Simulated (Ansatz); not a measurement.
Reaction (formal hydrolysis of a B–O bond): `BOB[SiH2][AlH2]` + H₂O → `OB[SiH2][AlH2]` + `BO`

Program: Ansatz. Geometries: PBE0-D4/def2-TZVP. ΔE: electronic, gas phase. CBS: MP2 limit from def2 TZ/QZ plus the TZ coupled-cluster correction, frozen cores. This one scheme is used for every species. DFT in def2-TZVPP. B3LYP here is the variant with VWN-RPA as its local correlation; programs differ in this. One conformer a species, not always the lowest.

| level | ΔE (kJ/mol) |
| --- | --- |
| B3LYP-D4 | -24.3 |
| CAM-B3LYP-D4 | -27.7 |
| PBE0 | -30.0 |
| HF/def2-TZVPP | -31.3 |

(1) What does CCSD(T)/CBS give? (An estimate is asked.)

Largest T1 diagnostic among the species: 0.017.

Results:

(1) The calculation gave: -26.6 kJ/mol. The listed levels differ from it by 2.3, -1.1, -3.4, -4.7 kJ/mol.

Leaving LDA and LC-ωPBE aside and taking each functional with its dispersion term where it has one, the values, not all of them listed here, spread over 9.8 kJ/mol, from ωB97X-V to BLYP-D4. LDA lies +3.8 kJ/mol from PBE without D4. At CCSD(T), def2-SVP lies −18.9 kJ/mol from the extrapolated value and def2-TZVPP −6.4 kJ/mol. The D4 term adds +3.6 kJ/mol with B3LYP and +2.3 kJ/mol with PBE0; it sums over pairs of atoms, weighted by their polarisabilities, and B3LYP, whose exchange is more repulsive, gets the larger term.
